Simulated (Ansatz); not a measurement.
The inner images of a band of CH7NOSi + FH (13 atoms, charge 0, multiplicity 1) are given out of order.

Method: UKS PBE0-D4/def2-SVP (Ansatz).

First end point:

```xyz
13
Properties=species:S:1:pos:R:3
Si -0.265 0.243 0.670
N 0.782 -1.169 0.569
O -1.345 0.397 -0.583
C -1.030 0.818 -1.879
H 0.655 1.415 0.671
H -1.090 0.078 1.885
H 1.537 -0.878 2.084
F 1.788 -0.478 2.907
H 1.501 -1.163 -0.151
H 0.324 -2.078 0.575
H -1.937 1.212 -2.362
H -0.267 1.620 -1.888
H -0.653 -0.016 -2.499
```

Last end point:

```xyz
13
Properties=species:S:1:pos:R:3
Si -0.555 0.938 1.303
N 1.803 -1.599 0.011
O -1.403 0.792 -0.092
C -0.971 0.362 -1.352
H 0.801 1.498 1.046
H -1.380 1.748 2.225
H 1.206 -1.575 0.837
F -0.329 -0.513 2.008
H 2.225 -0.675 -0.070
H 1.188 -1.712 -0.793
H -1.535 0.903 -2.127
H 0.106 0.549 -1.513
H -1.156 -0.717 -1.484
```

Task: Put them in order from the first end to the last, with their energies above the first end.
A.
```xyz
13
Properties=species:S:1:pos:R:3
Si -0.143 0.298 0.901
N 0.809 -1.259 0.511
O -1.247 0.379 -0.374
C -0.889 0.754 -1.664
H 0.702 1.496 0.645
H -1.102 0.091 2.004
H 1.338 -0.945 1.583
F 1.273 -0.079 2.380
H 1.397 -1.219 -0.321
H 0.244 -2.106 0.470
H -1.782 1.087 -2.219
H -0.158 1.588 -1.677
H -0.443 -0.084 -2.239
```
B.
```xyz
13
Properties=species:S:1:pos:R:3
Si -0.527 0.857 1.306
N 1.573 -1.693 -0.025
O -1.277 0.409 -0.083
C -0.812 0.451 -1.404
H 0.692 1.652 0.987
H -1.509 1.568 2.156
H 1.621 -1.455 0.964
F -0.057 -0.435 2.173
H 1.785 -0.839 -0.539
H 0.592 -1.903 -0.200
H -1.590 0.889 -2.049
H 0.102 1.063 -1.509
H -0.592 -0.562 -1.777
```
C.
```xyz
13
Properties=species:S:1:pos:R:3
Si -0.096 0.478 1.148
N 0.712 -1.269 0.421
O -1.111 0.254 -0.251
C -0.667 0.635 -1.503
H 0.296 1.873 0.738
H -1.177 0.158 2.118
H 1.394 -1.736 1.020
F 1.194 0.347 2.219
H 1.153 -1.090 -0.483
H -0.087 -1.876 0.231
H -1.515 0.748 -2.199
H -0.109 1.595 -1.487
H 0.012 -0.117 -1.973
```
D.
```xyz
13
Properties=species:S:1:pos:R:3
Si -0.248 0.242 0.749
N 0.749 -1.206 0.482
O -1.362 0.438 -0.470
C -0.945 0.784 -1.758
H 0.676 1.409 0.706
H -1.053 0.041 1.971
H 1.467 -0.835 1.889
F 1.580 -0.253 2.650
H 1.395 -1.176 -0.304
H 0.248 -2.092 0.462
H -1.818 1.108 -2.343
H -0.211 1.613 -1.749
H -0.479 -0.071 -2.286
```
E.
```xyz
13
Properties=species:S:1:pos:R:3
Si -0.233 0.541 1.199
N 0.944 -1.144 0.264
O -1.197 0.299 -0.180
C -0.752 0.523 -1.478
H 0.723 1.621 0.810
H -1.379 0.988 2.046
H 1.576 -1.477 0.990
F 0.496 -0.258 2.469
H 1.466 -0.987 -0.596
H 0.263 -1.881 0.076
H -1.617 0.711 -2.135
H -0.083 1.403 -1.551
H -0.206 -0.339 -1.914
```

Result: D (+1.6 kcal/mol), A (+9.9 kcal/mol), C (-3.8 kcal/mol), E (-4.5 kcal/mol), B (-10.0 kcal/mol).

The run took 8.3 min on 4 threads of Arm Neoverse N1, on a shared host, peak memory 0.38 GiB.
